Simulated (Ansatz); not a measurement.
Basis-set extrapolation for `C=N[SiH2]F` (PBE0-D4/def2-TZVP geometry, frozen core, the Gaussian-basis code of Ansatz). Multiplicity 1, RHF reference.

```json
{"": "HF", "def2-TZVPP": "-483.178387", "def2-QZVPP": "-483.197178"}
{"": "MP2 correlation", "def2-TZVPP": "-0.727684", "def2-QZVPP": "-0.786097"}
{"": "CCSD(T) correlation", "def2-TZVPP": "-0.783110", "def2-QZVPP": "not run"}
```

Energies in hartree. Use E(X) = E(∞) + A·exp(−7.88·√X) for Hartree–Fock and E(X) = E(∞) + B·X^(−2.97) for correlation, with X = 3 and 4, and add CCSD(T) minus MP2 of the smaller set to the MP2 limit.

Problem. What is the CCSD(T) energy at the basis-set limit?

Solution. HF limit: -483.197178 + (-0.018791) × 0.13774 = -483.19977. MP2 limit: -0.786097 + (-0.058413) × 0.74074 = -0.82937. Higher-order term: -0.783110 − (-0.727684) = -0.05543. Total: -484.08457 hartree, 3.35 eV below CCSD(T)/def2-TZVPP.
